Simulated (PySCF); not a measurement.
# Simulated characterisation data

Computed data (PySCF): GFN2-xTB geometry, shielding tensors at PBE0/pcSseg-1 (GIAO). Averaged over atoms made equivalent by symmetry, fast rotation or ring inversion, in vacuum, single conformer, relativity neglected.

Chemical shifts δ = σref − σ; $^{1}$H and $^{13}$C against TMS, all at this level. Splittings of carbon signals by F and P are missing where no couplings were computed. Where no couplings were computed, multiplicities follow the n + 1 count of equivalent neighbours, and m marks all less simple cases (inequivalent or close neighbours, rings, F or P nearby). Shifts are as computed. Against solution values, carbons near 30 ppm lie about +3 ppm off and those near 130 ppm about +5 ppm; carbons on Cl a further +6 ppm. Of 1211 compounds with measured shifts, 218 miss one by over three times the rms of a fit or turn the order of signals round; such compounds aren't used in these exercises. Carbons bonded to Cl come out too deshielded.

Compound 1 (C8H8Si). $^{1}$H NMR (500 MHz, computed): δ 7.91 (d, 1H), 7.69 (d, 1H), 7.62 (m, 1H), 7.60 (m, 1H), 7.46 (m, 1H), 6.38 (m, 1H), 4.90 (m, 2H). $^{13}$C{$^{1}$H} NMR (computed): δ 160.5 (CH), 155.7 (C), 140.1 (CH), 139.7 (C), 135.7 (CH), 133.5 (CH), 132.4 (CH), 130.1 (CH). Structure: SMILES c1cc2c(cc1)[SiH2]C=C2.

Compound 2 (C7H6ClF). $^{1}$H NMR (500 MHz, computed): δ 6.77 (m, 1H), 6.75 (m, 1H), 6.55 (m, 1H), 6.44 (m, 1H), 2.45 (m, 1H), 2.11 (m, 1H). $^{13}$C{$^{1}$H} NMR (computed): δ 146.1, 142.8, 140.8, 140.2, 110.0, 53.1, 30.2. Structure: `F[C@]1(Cl)CC12C=CC=C2`.
